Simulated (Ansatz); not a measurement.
Input (CCSDT(Q)/cc-pV(D+d)Z; Ansatz, an electronic-structure program): A basis named .json is the Basis Set Exchange file of that set.

Ansatz 0.2 input:
```yaml
crystal:
  periodic: [false, false, false]
  atoms:
    - {symbol: Si, position_ang: [0.27735838, 0.15182529, 0.89127325]}
    - {symbol: Cl, position_ang: [-0.92747964, -0.83232910, -0.53473670]}
    - {symbol: C, position_ang: [1.25637231, 1.26238752, -0.29199018]}
    - {symbol: H, position_ang: [1.97166735, 1.88749557, 0.24701245]}
    - {symbol: H, position_ang: [0.57654733, 1.90801839, -0.85797262]}
    - {symbol: H, position_ang: [1.79768804, 0.65420163, -1.02440027]}
basis:
  gaussian:
    orbitals: cc-pV_D+d_Z.json
magnetization: {spin_polarized: false}
correlation: {method: ccsdt_q, electrons: outside_noble_gas}
```

Output:

```
Functional definition: HF
integrals: 0.09 GiB planned
1450 factors; integrals over basis functions are off by at most 2.0e-7 eV
mean field: 0.31 GiB planned
mean field evaluation 1: about -21442.6840 eV, gradient 2.4e1 eV
mean field evaluation 2: about -21442.7165 eV, gradient 2.4e1 eV
mean field evaluation 4: about -21444.4188 eV, gradient 2.1e0 eV
mean field evaluation 8: about -21444.4482 eV, gradient 1.6e-1 eV
mean field evaluation 16: about -21444.4079 eV, gradient 4.3e-1 eV
mean field -21444.44839672 eV, -788.0689430102 hartree, gradient 7.8e-6 eV, S^2 0.000000; 0 other end points of the search recorded, 0 dependent functions left out; unrestricted orbitals would lower it
11 core orbitals not correlated
reference -21444.44839672 eV, -788.0689430102 hartree; 9, 9 occupied and 55, 55 virtual orbitals, 1450 factors
second order -9.86900762 eV of doubles, -0.00000000 eV of singles
coupled cluster: 1.32 GiB planned
cycle   1  -10.69653083 eV  change   -8.3e-1 eV  update   9.4e-2
cycle   2  -11.23563761 eV  change   -5.4e-1 eV  update   4.2e-2
cycle   3  -11.44562127 eV  change   -2.1e-1 eV  update   2.5e-2
cycle   4  -11.41672572 eV  change    2.9e-2 eV  update   7.7e-3
cycle   5  -11.40991060 eV  change    6.8e-3 eV  update   4.4e-3
cycle   6  -11.41323000 eV  change   -3.3e-3 eV  update   1.7e-3
cycle   7  -11.41352377 eV  change   -2.9e-4 eV  update   8.1e-4
cycle   8  -11.41310059 eV  change    4.2e-4 eV  update   3.1e-4
cycle   9  -11.41324188 eV  change   -1.4e-4 eV  update   1.5e-4
cycle  10  -11.41326702 eV  change   -2.5e-5 eV  update   6.3e-5
cycle  11  -11.41321998 eV  change    4.7e-5 eV  update   3.0e-5
cycle  12  -11.41324082 eV  change   -2.1e-5 eV  update   1.5e-5
cycle  13  -11.41323942 eV  change    1.4e-6 eV  update   5.6e-6
cycle  14  -11.41324118 eV  change   -1.8e-6 eV  update   2.7e-6
cycle  15  -11.41324452 eV  change   -3.3e-6 eV  update   1.2e-6
cycle  16  -11.41324536 eV  change   -8.4e-7 eV  update   5.2e-7
perturbative correction -0.02363119 eV, -0.0008684302 hartree
Total energy: -21455.88527327 eV, -788.4892404712 hartree
```

 In a CCSD(T) run of this state the restricted determinant is unstable towards broken spin symmetry.

A triplet may lie lower; no result for it is given here.
